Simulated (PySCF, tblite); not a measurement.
Isomers of C5H15FSi2. Method: GFN2-xTB as coded in tblite; computed harmonic values from a numerical Hessian at the method's own geometry, unscaled. The method is semi-empirical: single wavenumbers can be off by several per cent or more. Modes of hydrogen on silicon can be 10 to 20 % off. One conformer each.

Electronic energies: PBE0/pcSseg-1 single points on the GFN2-xTB geometries (PySCF, gas phase).

```
                     SMILES  electronic energy, lowest = 0 (kJ/mol)
       CC[Si@H](C[SiH3])CCF                                     0.0
C[C@@H](F)CCC([SiH3])[SiH3]                                    56.7
       CC(C)C[SiH2][SiH2]CF                                    55.0
```

Question: How do GFN2-xTB zero-point energies change the relative energies?

Answer: 
```
                     SMILES  ZPE (kJ/mol)  of it from modes above 1550 cm⁻¹  electronic (kJ/mol)  with ZPE, lowest = 0 (kJ/mol)  lowest mode (cm⁻¹)  rings
       CC[Si@H](C[SiH3])CCF         477.5                             250.2                  0.0                            0.0                  39      0
       CC(C)C[SiH2][SiH2]CF         479.4                             249.2                 55.0                           56.9                  28      0
C[C@@H](F)CCC([SiH3])[SiH3]         468.1                             241.3                 56.7                           47.3                  28      0
```

The zero-point energies span 11.3 kJ/mol, from `C[C@@H](F)CCC([SiH3])[SiH3]` to `CC(C)C[SiH2][SiH2]CF`. The lowest isomer stays, but the order above it changes.

Question: And how do the electronic energies of GFN2-xTB itself compare?

Answer: `CC[Si@H](C[SiH3])CCF` 52.2; `CC(C)C[SiH2][SiH2]CF` 52.4; `C[C@@H](F)CCC([SiH3])[SiH3]` 0.0 kJ/mol, lowest = 0. Against the energies above, taken from the same isomer `CC[Si@H](C[SiH3])CCF`, the largest difference is 108.9 kJ/mol.

Question: What do entropy and thermal enthalpy add at 298.15 K and 1 bar (rigid rotor, harmonic oscillator, one conformer each)?

Answer: 
```
                     SMILES  point group  symmetry number  S (J/(mol K))  H − H(0) (kJ/mol)  ZPE + H − H(0) − TS (kJ/mol)
       CC[Si@H](C[SiH3])CCF           C1                1          484.8              37.19                         370.1
       CC(C)C[SiH2][SiH2]CF           C1                1          479.6              36.66                         373.0
C[C@@H](F)CCC([SiH3])[SiH3]           C1                1          472.0              36.05                         363.4
```
